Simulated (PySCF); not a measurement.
Compound: ethaneselenal, C2H4Se.
SMILES: `CC=[Se]`

The calculation used TDDFT B3LYP/def2-SVPD, vertical, gas phase, core orbitals frozen in the response (PySCF). Isolated species at its PBE0-D3(BJ)/def2-SVP geometry, gas phase. The B3LYP/def2-SVPD calculation is non-relativistic and has no spin–orbit coupling, an omission that weighs most on selenium.

Computed states:

| state | E (eV) | f |
| --- | --- | --- |
| S1 | 2.07 | 0.0000 |
| S2 | 5.25 | 0.093 |
| S3 | 5.46 | 0.189 |
| S4 | 5.76 | 0.069 |
| S5 | 5.85 | 0.0010 |
| S6 | 6.30 | 0.0052 |
| S7 | 6.49 | 0.0005 |
| S8 | 6.61 | 0.098 |
| S9 | 7.13 | 0.018 |
| S10 | 7.26 | 0.0002 |

Broadening: Gaussians 0.3 eV wide at half height, area fixed by f = 4.319×10⁻⁹ ∫ε dν̃. The width is an assumption, not a result. The curve ends short of the highest state used, and states not computed would add to its high-energy end.

**Question.** What does the envelope look like, and where are its maxima?

**Answer.** 
```json
{"E (eV)": "1.62", "ε (L mol⁻¹ cm⁻¹)": "0"}
{"E (eV)": "1.79", "ε (L mol⁻¹ cm⁻¹)": "0"}
{"E (eV)": "1.97", "ε (L mol⁻¹ cm⁻¹)": "1"}
{"E (eV)": "2.14", "ε (L mol⁻¹ cm⁻¹)": "1"}
{"E (eV)": "2.32", "ε (L mol⁻¹ cm⁻¹)": "0"}
{"E (eV)": "2.49", "ε (L mol⁻¹ cm⁻¹)": "0"}
{"E (eV)": "2.66", "ε (L mol⁻¹ cm⁻¹)": "0"}
{"E (eV)": "2.84", "ε (L mol⁻¹ cm⁻¹)": "0"}
{"E (eV)": "3.01", "ε (L mol⁻¹ cm⁻¹)": "0"}
{"E (eV)": "3.19", "ε (L mol⁻¹ cm⁻¹)": "0"}
{"E (eV)": "3.36", "ε (L mol⁻¹ cm⁻¹)": "0"}
{"E (eV)": "3.53", "ε (L mol⁻¹ cm⁻¹)": "0"}
{"E (eV)": "3.71", "ε (L mol⁻¹ cm⁻¹)": "0"}
{"E (eV)": "3.88", "ε (L mol⁻¹ cm⁻¹)": "0"}
{"E (eV)": "4.05", "ε (L mol⁻¹ cm⁻¹)": "0"}
{"E (eV)": "4.23", "ε (L mol⁻¹ cm⁻¹)": "0"}
{"E (eV)": "4.40", "ε (L mol⁻¹ cm⁻¹)": "0"}
{"E (eV)": "4.58", "ε (L mol⁻¹ cm⁻¹)": "0"}
{"E (eV)": "4.75", "ε (L mol⁻¹ cm⁻¹)": "4"}
{"E (eV)": "4.92", "ε (L mol⁻¹ cm⁻¹)": "286"}
{"E (eV)": "5.10", "ε (L mol⁻¹ cm⁻¹)": "4457"}
{"E (eV)": "5.27", "ε (L mol⁻¹ cm⁻¹)": "14019"}
{"E (eV)": "5.45", "ε (L mol⁻¹ cm⁻¹)": "19754"}
{"E (eV)": "5.62", "ε (L mol⁻¹ cm⁻¹)": "11036"}
{"E (eV)": "5.79", "ε (L mol⁻¹ cm⁻¹)": "6673"}
{"E (eV)": "5.97", "ε (L mol⁻¹ cm⁻¹)": "1687"}
{"E (eV)": "6.14", "ε (L mol⁻¹ cm⁻¹)": "294"}
{"E (eV)": "6.31", "ε (L mol⁻¹ cm⁻¹)": "1006"}
{"E (eV)": "6.49", "ε (L mol⁻¹ cm⁻¹)": "5741"}
{"E (eV)": "6.66", "ε (L mol⁻¹ cm⁻¹)": "8248"}
```

Maxima: 228 nm (5.43 eV), ε about 20000, made up of S2 (16%) and S3 (83%); 188 nm (6.61 eV), ε about 8900, made up of S8 (99%) (ε in L mol⁻¹ cm⁻¹; maxima over ε = 5, shares over 10%).

**Question.** Does any computed singlet lie in the visible range?

**Answer.** S1 lies in the visible range (380 to 750 nm), at 599 nm, dark in the vertical dipole picture (f under 0.0005); light of that wavelength is orange, and its complementary colour is green-blue; a Tamm–Dancoff triplet lies at 451 nm, without intensity as long as spin–orbit coupling is left out.

**Question.** What would ε be at 5.43 eV, the highest of these maxima, with half the width (0.15 eV)?

**Answer.** About 31300 L mol⁻¹ cm⁻¹ against 19900, a factor of about 1.6; a lone state at its own centre would give exactly 2.

**Question.** Coming from long wavelengths, where does ε first pass 100 L mol⁻¹ cm⁻¹?

**Answer.** At about 254 nm (4.87 eV), 2.80 eV above S1.

All these states lie below the vertical ionisation energy of 8.55 eV (ΔSCF).
